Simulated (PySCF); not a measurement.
Input file for PySCF: R-BP86/6-31G* on NH3 (SMILES N).

```python
from pyscf import gto, scf, dft, mp
from pyscf.data.elements import chemcore

mol = gto.M(
    atom='''
    N    -0.08030723   -0.08380489    0.51713559
    H     0.15046936   -0.96815748    0.07880177
    H    -1.00252691    0.20491527    0.21117785
    H     0.59612786    0.61363946    0.22823427
    ''',
    basis='6-31g*',
    cart=True,
    charge=0, spin=0, verbose=3, max_memory=1800)
mf = dft.RKS(mol, xc='b88,p86')
mf.conv_tol = 1e-8
mf.max_cycle = 100
mf.kernel()
if not mf.converged:
    mf = mf.newton().run(mf.mo_coeff, mf.mo_occ)
```

Output:

```
converged SCF energy = -56.5454792249511
```

The calculation finished and met its thresholds.

Cost: roughly 0.3 core-seconds.
